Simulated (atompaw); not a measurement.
**What one change does to a pseudopotential (N (Z = 7), PAW (atompaw))**

| Item | Value |
| --- | --- |
| Element | N (Z = 7) |
| Generator | atompaw 4.2.0.5 |
| Type | PAW |
| Functional | PBE |
| Relativity | non-relativistic |
| Frozen core | [He] |
| Valence charge | 5 |
| Reference configuration | 2s2 2p3 |
| Partial waves | 2s (bound); 2s channel at -0.8 Ry; 2p (bound); 2p channel at 0.45 Ry |
| Local potential | troulliermartins scheme with l = 2 at 0.5 Ry, radius 1.85 bohr |
| Core correction | smooth core density matched at 2.45 bohr |
| Augmentation charge | sinc compensation charge, radius 2.10 bohr; PAW radius 2.55 bohr; waves and projectors: bloechl |

All-electron outer shells of the reference configuration (PBE, non-relativistic, ld1.x):

```json
{"shell": "2s", "level (eV)": "-18.56", "outermost node (bohr)": "0.32", "outermost maximum (bohr)": "1.02"}
{"shell": "2p", "level (eV)": "-7.10", "outermost node (bohr)": "–", "outermost maximum (bohr)": "0.98"}
```

Change: all radii scaled by about 1.27 (s 1.34, p 3.24 bohr); local potential troulliermartins scheme with l = 2 at 0.5 Ry, radius 2.34 bohr; augmentation sinc compensation charge, radius 2.66 bohr; PAW radius 3.24 bohr; waves and projectors: bloechl; core correction smooth core density matched at 3.10 bohr.

Cutoffs: the cutoffs (Ry, on a coarse ladder) from which the occupation-weighted sum of valence levels, in a spherical-Bessel basis at the reference potential, stays within 10 and 1 mRy of its value at 400 Ry; they do not see the model core or the augmentation charge, which bear on the density cutoff.

Task: What does the change do?

Result: The potential gets softer (25 Ry and 40 Ry → 15 Ry and 25 Ry); neither file shows a bound ghost. A larger radius leaves more room for a smooth pseudo-wave, so fewer plane waves are needed.

| quantity | base | changed |
| --- | --- | --- |
| cutoff, loose | 25 Ry | 15 Ry |
| cutoff, tight | 40 Ry | 25 Ry |
| loose cutoff by channel (10 mRy a level) | s 18 Ry, p 21 Ry | s 10 Ry, p 15 Ry |
| bound ghosts | none | none |
| lowest overlap eigenvalue by channel | s 0.65, p 1.00 | s 0.84, p 1.00 |

 The cutoffs see the waves, projectors and local potential, not the compensation charge or the core.
